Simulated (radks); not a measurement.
Results of a calculation; reference values are marked as such.
Question: These are the eigenvalues of the occupied orbitals of an atom or ion with whole-number occupations (hartree). Level of theory: non-relativistic Kohn-Sham, PBE, spin-unpolarised, spherical densities, point nucleus (a radial shooting solver on a logarithmic mesh with Libxc functionals).

1s: -323.0661
2s: -39.98143
2p: -35.25702
3s: -5.63194
3p: -4.14277
3d: -1.62398
4s: -0.75531
4p: -0.46522

Which element is it, and in what charge state? The configuration may be excited.

Answer: Z = 29, copper, charge +1: Cu+ in [Ar] 3d6 4s2 4p2. The list shows which subshells hold electrons but not how many an open one holds; the 1s level, -323.07 hartree, gives Z - s = 25.4 by -(Z - s)^2/2, which with screening narrows Z to a few neighbours, and the depths of the outer levels then fix element, charge and occupations together.
